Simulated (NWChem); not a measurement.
# A calculation on C$_{2}$H$_{2}$F (+1)

```xyz
5

C      0.0000     0.0000    -1.2509
C      0.0000     0.0000     0.0175
F      0.0000     0.0000     1.2238
H      0.9580     0.0000    -1.8067
H     -0.9580     0.0000    -1.8067
```
Charge +1, spin multiplicity 1.

Everything below was run with NWChem. All single points use one geometry, from PBE0/def2-SVP, a minimum by its harmonic frequencies.

Symmetry labels belong to the abelian group C2v used in the runs, with the axes of the coordinates shown.

The spin multiplicity of the parent species was assumed, not shown to be that of its ground state. The structure started from a generated list of species.

Task: List the lowest 4 singlet excitations that CIS/aug-cc-pVDZ gives, with oscillator strengths.

Result: 
```csv
state,symmetry,energy (eV),wavelength (nm),f
1,a2,3.39,366,0.000
2,a1,9.05,137,0.082
3,b2,9.10,136,0.072
4,a2,11.93,104,0.000
```
